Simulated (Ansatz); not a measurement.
Geometry optimisation of the cluster MoAu₄⁻.

```yaml
crystal:
  periodic: [false, false, false]
  atoms:
    - {symbol: Mo, position_ang: [0.360450, -0.261110, 0.432360]}
    - {symbol: Au, position_ang: [1.612590, 1.745650, 0.429900]}
    - {symbol: Au, position_ang: [-1.977140, -0.061160, 0.447340]}
    - {symbol: Au, position_ang: [1.032860, 0.744960, -1.578150]}
    - {symbol: Au, position_ang: [-1.028760, -2.168350, 0.268560]}
basis:
  gaussian: {orbitals: def2-SVPD}
total_charge: -1
magnetization: {spin_polarized: true, initial_magnetization: 1}
hamiltonian: {xc: r2scan, dispersion: d4}
scf: {lower_state_search: "off"}
output: {orbitals: {seedname: orbitals}}
relax: {f_tol: 0.02, max_steps: 100}
```

```sh
$ ansatz run in.yaml --threads 4 --pin off --events-out ev --progress --plain --max-ram 4787MiB
```

Shortened log:

```
Functional definition: r2SCAN
mean field -16636.58168290 eV, -611.3831001666 hartree, gradient 8.3e-6 eV, S^2 1.824108; 0 other end points of the search recorded, 0 dependent functions left out
relax step   1: F+E_penalty+E_count = -16636.66083495 eV  Δ(F+E_penalty+E_count) = +0.000e0 eV  max|allowed force component| = 8.973e0 eV/Å  Δτ_max = 0.0000 Å  (89 SCF iters, accepted)
mean field -16640.07210695 eV, -611.5113708843 hartree, gradient 2.1e-6 eV, S^2 1.820364; 0 other end points of the search recorded, 0 dependent functions left out
relax step   2: F+E_penalty+E_count = -16640.15010245 eV  Δ(F+E_penalty+E_count) = -3.489e0 eV  max|allowed force component| = 1.907e0 eV/Å  Δτ_max = 0.1949 Å  (57 SCF iters, accepted)
mean field -16640.61723479 eV, -611.5314039629 hartree, gradient 2.6e-6 eV, S^2 1.795435; 0 other end points of the search recorded, 0 dependent functions left out
relax step   3: F+E_penalty+E_count = -16640.69402960 eV  Δ(F+E_penalty+E_count) = -5.439e-1 eV  max|allowed force component| = 4.318e-1 eV/Å  Δτ_max = 0.1605 Å  (60 SCF iters, accepted)
mean field -16640.78626690 eV, -611.5376157786 hartree, gradient 3.9e-6 eV, S^2 1.780963; 0 other end points of the search recorded, 0 dependent functions left out
relax step   4: F+E_penalty+E_count = -16640.86257632 eV  Δ(F+E_penalty+E_count) = -1.685e-1 eV  max|allowed force component| = 3.018e-1 eV/Å  Δτ_max = 0.1948 Å  (70 SCF iters, accepted)
mean field -16640.90090413 eV, -611.5418286189 hartree, gradient 8.3e-6 eV, S^2 1.771247; 0 other end points of the search recorded, 0 dependent functions left out
relax step   5: F+E_penalty+E_count = -16640.97754531 eV  Δ(F+E_penalty+E_count) = -1.150e-1 eV  max|allowed force component| = 1.627e-1 eV/Å  Δτ_max = 0.2000 Å  (64 SCF iters, accepted)
mean field -16640.95796632 eV, -611.5439256159 hartree, gradient 9.4e-6 eV, S^2 1.759001; 0 other end points of the search recorded, 0 dependent functions left out
relax step   6: F+E_penalty+E_count = -16641.03503050 eV  Δ(F+E_penalty+E_count) = -5.749e-2 eV  max|allowed force component| = 5.312e-2 eV/Å  Δτ_max = 0.2000 Å  (69 SCF iters, accepted)
mean field -16640.96693028 eV, -611.5442550353 hartree, gradient 4.4e-6 eV, S^2 1.744810; 0 other end points of the search recorded, 0 dependent functions left out
relax step   7: F+E_penalty+E_count = -16641.04437486 eV  Δ(F+E_penalty+E_count) = -9.344e-3 eV  max|allowed force component| = 1.816e-2 eV/Å  Δτ_max = 0.1667 Å  (65 SCF iters, accepted)
mean field -16640.96754779 eV, -611.5442777283 hartree, gradient 9.5e-6 eV, S^2 1.749099; 0 other end points of the search recorded, 0 dependent functions left out
relax step   8: F+E_penalty+E_count = -16641.04487955 eV  Δ(F+E_penalty+E_count) = -5.047e-4 eV  max|allowed force component| = 4.146e-2 eV/Å  Δτ_max = 0.0598 Å  (54 SCF iters, accepted)
mean field -16640.96772755 eV, -611.5442843344 hartree, gradient 3.9e-6 eV, S^2 1.748103; 0 other end points of the search recorded, 0 dependent functions left out
relax step   9: F+E_penalty+E_count = -16641.04513767 eV  Δ(F+E_penalty+E_count) = -2.581e-4 eV  max|allowed force component| = 2.747e-2 eV/Å  Δτ_max = 0.0223 Å  (59 SCF iters, accepted)
mean field -16640.96791895 eV, -611.5442913683 hartree, gradient 6.4e-6 eV, S^2 1.748349; 0 other end points of the search recorded, 0 dependent functions left out
relax step  10: F+E_penalty+E_count = -16641.04529618 eV  Δ(F+E_penalty+E_count) = -1.585e-4 eV  max|allowed force component| = 6.044e-4 eV/Å  Δτ_max = 0.0068 Å  (55 SCF iters, accepted)
Total energy: -16641.04532077 eV, -611.5471358325 hartree
Atom 0 at     0.017829     0.013285    -0.006574 Å, force     0.000190     0.000460     0.000161 eV/Å
Atom 1 at     1.808083     1.409411     1.115354 Å, force     0.000183    -0.000020     0.000343 eV/Å
Atom 2 at    -2.447343     0.284403     0.507839 Å, force     0.000041    -0.000504    -0.000038 eV/Å
Atom 3 at     1.031736     0.699490    -2.223235 Å, force    -0.000023     0.000015    -0.000604 eV/Å
Atom 4 at    -0.410305    -2.406598     0.606625 Å, force    -0.000392     0.000049     0.000139 eV/Å
Dipole moment:     0.033878     0.025136    -0.013334 e Å
Checks for a lower state left out: stability, starts, cluster_reference, orbital_swaps, neighbouring_geometries, increment
```

Hardware: 4 threads of Arm Neoverse V2 on a shared host. Wall time 2.3 min.

In the def2 sets Au, Mo take a core potential; there is no spin–orbit coupling. The charge -1 doublet is spin-contaminated (final ⟨S²⟩ up to 1.75, 0.75 for a pure state). The relaxation made no stability test and no search for a lower SCF solution. No other spin state of charge -1 was run. The structure comes from a short search, and lower isomers may exist.
